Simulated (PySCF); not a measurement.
```xyz
3
charge 0 multiplicity 1, angstrom
Ca    0.0000    0.0000    0.0000
H     0.0000    0.0000    2.0495
H     0.0000    0.0000   -2.0495
```

Computed with PBE0/[Ca def2-TZVP, H def2-TZVP], no relativity, density fitting, PySCF.

This geometry of CaH2 is a stationary point at this level.

Problem. What is the point group?

Solution. D∞h.

Problem. Is it a minimum?

Solution. No: it has 2 imaginary modes (one degenerate set), at 150i cm⁻¹ (πu).

Problem. List the harmonic modes with their infrared intensities.

Solution. 
```tsv
symmetry	ω (cm⁻¹)	IR (km/mol, summed over degenerate members)	type
πu	150i	–	bend
σu+	1226	956	stretch
σg+	1323	0.0	stretch
```

Problem. Give the atomic charges and bond orders.

Solution. 
```json
{"atom": "Ca1", "Mulliken": "0.47", "Löwdin": "0.53", "polar tensor": "1.35", "Mayer order to Ca1": "–"}
{"atom": "H2,3", "Mulliken": "-0.24", "Löwdin": "-0.26", "polar tensor": "-0.68", "Mayer order to Ca1": "0.88"}
```

In D∞h the vibrations span πu + σu+ + σg+. The σg+ mode carries no infrared intensity, as symmetry demands. With a centre of inversion only u modes can be infrared active and only g modes Raman active.

Only a few start shapes were tried, so a lower isomer may exist.
